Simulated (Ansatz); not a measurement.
`BBC=C` + `OB[SiH3]` → `BOB[SiH3]` + `BC=C` at 400 K and 1 bar (cleavage of the B–B bond).

Calculated with Ansatz (gas phase, PBE0-D4/def2-TZVP geometries, no zero-point term in ΔE). CCSD(T)/CBS adds triple-zeta CCSD(T) − MP2 to the extrapolated MP2 energy (def2 sets, frozen cores). Each species was taken in one conformer, which may not be the lowest.

| species | CCSD(T)/CBS energy (Eh) | H − E (kJ/mol) | S (J/(mol·K)) |
| --- | --- | --- | --- |
| `BBC=C` | -129.22973 | 222.6 | 333.2 |
| `OB[SiH3]` | -392.07510 | 161.1 | 321.7 |
| `BOB[SiH3]` | -417.48760 | 196.2 | 370.6 |
| `BC=C` | -103.86193 | 185.4 | 285.8 |

H − E and S are ideal-gas, rigid-rotor, harmonic terms from PBE0-D4/def2-TZVP, for one conformer and one mirror image of each species. 1 Eh = 2625.50 kJ/mol, R = 8.31446 J/(mol·K).

Task: By hand: ΔE, ΔH, ΔS and ΔG.

Result: ΔE = (-417.48760) + (-103.86193) − (-129.22973) − (-392.07510) = -0.04470 Eh = -117.4 kJ/mol. Δ(H − E) = 196.2 + 185.4 − 222.6 − 161.1 = -2.1, so ΔH = -119.5 kJ/mol. ΔS = 370.6 + 285.8 − 333.2 − 321.7 = 1.5 J/(mol·K). ΔG = -119.5 − 400 × (1.5)/1000 = -120.1 kJ/mol.

Task: By hand: the equilibrium constant, and the temperature at which ΔG would vanish if ΔH and ΔS stayed fixed.

Result: log₁₀ K = −ΔG/(RT ln 10) = 15.7. ΔH and −TΔS have one sign here, so there is no such temperature. One of them is within its doubt of zero, so this could turn.

The number of gas molecules stays the same, so ΔS is small and ΔH decides. A doubt of 5 kJ/mol in ΔE shifts log₁₀ K by 0.7 here. Other conformers and mirror images would add mixing entropy, several J/(mol·K) or more a flexible species. Modes under 60 cm⁻¹, often nearly free rotors, make the harmonic entropy too high. These are equilibria of isolated gas molecules and say nothing of rates. Largest T1 diagnostic: 0.014 (customary marks: 0.02 for closed shells, 0.045 for open ones).
